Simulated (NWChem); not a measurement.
## Atomisation of HBF

```
B
F 1 1.3028
H 1 1.2166 2 121.53
```
Charge 0, spin multiplicity 2.

The numbers come from NWChem runs, not from measurements. The geometry was optimised at UB3LYP/def2-SVP, a minimum by its harmonic frequencies.

Basis set: def2-TZVP. The atomisation energy is electronic alone: no zero-point, thermal, spin-orbit or counterpoise terms. No value is extrapolated to the basis-set limit. Free atoms are single determinants with multiplicities B 2, F 2, H 2.

B3LYP has NWChem's definition, with VWN1-RPA local correlation. The structure started from a generated list of species. The unpaired electrons of the parent sit in orbitals of symmetry a' (Cs labels of the run); other states weren't searched. The stability of the SCF solutions was not checked. Open-shell Hartree-Fock references start from PBE0 orbitals.

Task: Order these methods by the atomisation energy they give, lowest first: LDA (SVWN5), BHandHLYP, B3LYP, PBE, r2SCAN, HF.

Result: HF (185.1 kcal/mol), BHandHLYP (227.5 kcal/mol), B3LYP (235.9 kcal/mol), r2SCAN (240.2 kcal/mol), PBE (242.2 kcal/mol), LDA (SVWN5) (271.4 kcal/mol)
